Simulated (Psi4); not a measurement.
Pair of molecules, SMILES [AlH3] with SMILES [C-]#[O+] (the first has 4 atoms); geometry from GFN2-xTB.
(charge 0, multiplicity 1):
```
atom    x (Å)    y (Å)   z (Å)
----  -------  -------  ------
Al     0.0329  -0.0542  0.2932
H      1.4089  -0.8022  0.3037
H     -0.0054   1.4888  0.0310
H     -1.2952  -0.8813  0.2301
C     -0.0481   0.2341  3.2732
O     -0.0184   0.1274  2.1552
```

Method: SAPT0/jun-cc-pV(D+d)Z (Psi4).

Q: Which attractive term is largest, and how does the interaction split up?

A: electrostatics -26.56, exchange 55.64, induction -18.54, dispersion -6.34, total 4.20 kcal/mol; the largest attraction is electrostatics.
